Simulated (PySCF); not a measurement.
A calculated (B97-3, PySCF 2.14, x2c-QZVPPall, the spin-free X2C one-electron Hamiltonian (Gaussian nucleus)) atom or ion has these occupied shells.

| shell | electrons | orbital energy (eV) | rms radius, mean of both spins (bohr) |
| --- | --- | --- | --- |
| 1s β | 1 | -7033.5 | 0.0675 |
| 1s α | 1 | -7033.5 | 0.0675 |
| 2s α | 1 | -828.78 | 0.289 |
| 2s β | 1 | -827.74 | 0.289 |
| 2p α | 3 | -703.93 | 0.261 |
| 2p β | 3 | -703.06 | 0.261 |
| 3s α | 1 | -93.163 | 0.879 |
| 3s β | 1 | -90.612 | 0.879 |
| 3p α | 3 | -57.852 | 0.948 |
| 3p β | 3 | -55.053 | 0.948 |
| 3d α | 5 | -3.631 | 1.75 |
| 3d β | 3 | -2.112 | 1.75 |

**Question.** Name the element and its charge.

**Answer.** Fe (iron, neutral), in [Ar] 3d8, high-spin 3F determinant (an excited configuration).
